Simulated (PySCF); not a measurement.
An unknown is described by computed data only.

Formula: C7H3ClOS.

- Triplet: lowest triplet excitation (Tamm–Dancoff): 2.76 eV [TDA B3LYP/def2-SVPD]
- UV, first state: lowest singlet excitation: 3.91 eV (317 nm, f = 0.000) [TDDFT B3LYP/def2-SVPD]
- Polarisability: 121.7 au [B3LYP/def2-SVPD]
- 13C NMR: chemical shifts (computed TMS as zero) by class: 164.5 (1 C), 149.1 (1 C), 146.6 (1 C), 139.7 (1 C), 135.4 (1 C), 102.0 (1 C), 81.9 (1 C) ppm [GIAO PBE0/pcSseg-1]
- 1H NMR: chemical shifts (computed TMS as zero) by class: 7.53 (1 H), 7.38 (1 H), 3.55 (1 H) ppm [GIAO PBE0/pcSseg-1]
- Dipole: 4.18 D [B3LYP/def2-SVPD]
- Rotational structure: rotational constants A, B, C: 1.347, 0.982, 0.568 GHz [GFN2-xTB]

Gas-phase values; electronic properties from PySCF, density fitting. Levels stand in brackets. The structure is a single GFN2-xTB conformer in the gas phase; no vibrational or solvent corrections. Each NMR value is the plain mean over a class of atoms that symmetry, rotation or inversion makes alike.

Q: What is the compound? Reason from the data.

A: Numbering: `[CH:1]#[C:2][c:3]1[cH:4][cH:5][s:6][c:7]1[C:8](=[O:9])[Cl:10]`. Its formula, C7H3ClOS, gives 6 degrees of unsaturation: 1 ring and 5 π bonds in the structure found (Kekulé form). 7 carbons fall into 7 classes; from least to most shielded: acyl halide carbon [C8] (164.5 ppm), substituted aromatic carbon [C7] (149.1 ppm), aromatic CH next to a ring sulfur [C5] (146.6 ppm), aromatic CH carbon [C4] (139.7 ppm), substituted aromatic carbon [C3] (135.4 ppm), terminal alkyne carbon [C1] (102.0 ppm), alkyne carbon [C2] (81.9 ppm). Hydrogen classes from least to most shielded: 1 H on an aromatic CH next to a ring sulfur, C5 (7.53 ppm), 1 H on an aromatic CH carbon, C4 (7.38 ppm), 1 H on a terminal alkyne carbon, C1 (3.55 ppm). S1 is mainly HOMO−2→LUMO (weight 0.96); the largest Löwdin shares of the orbital it empties are 0.26 on the carbonyl oxygen, 0.25 on the terminal alkyne carbon, 0.23 on the alkyne carbon and 0.12 on the chlorine bonded to C, of the orbital it fills 0.15 on the acyl halide carbon, 0.14 on the carbonyl oxygen, 0.13 on the thiophene-type sulfur and 0.13 on a substituted aromatic carbon. The optimised geometry has point group Cs and is an asymmetric top. Structure: `ClC(c1sccc1C#C)=O`. Computed isomers that give other values at the same levels: `C#Cc1ccc(C(=O)Cl)s1` (13C chemical shifts (computed TMS as zero) by class: 166.0 (1 C), 146.1 (1 C), 145.8 (1 C), 144.7 (1 C), 140.4 (1 C), 101.6 (1 C), 80.8 (1 C) ppm); `C#Cc1csc(C(=O)Cl)c1` (13C chemical shifts (computed TMS as zero) by class: 166.9 (1 C), 153.9 (1 C), 151.0 (1 C), 144.6 (1 C), 127.2 (1 C), 88.8 (1 C), 81.3 (1 C) ppm). The assignments are read from this structure; whether some other isomer fits the data as well wasn't checked.

Conformer computed: `[CH:1]#[C:2][c:3]1[cH:4][cH:5][s:6][c:7]1[C:8](=[O:9])[Cl:10]`: S6–C7–C8–O9 180°.
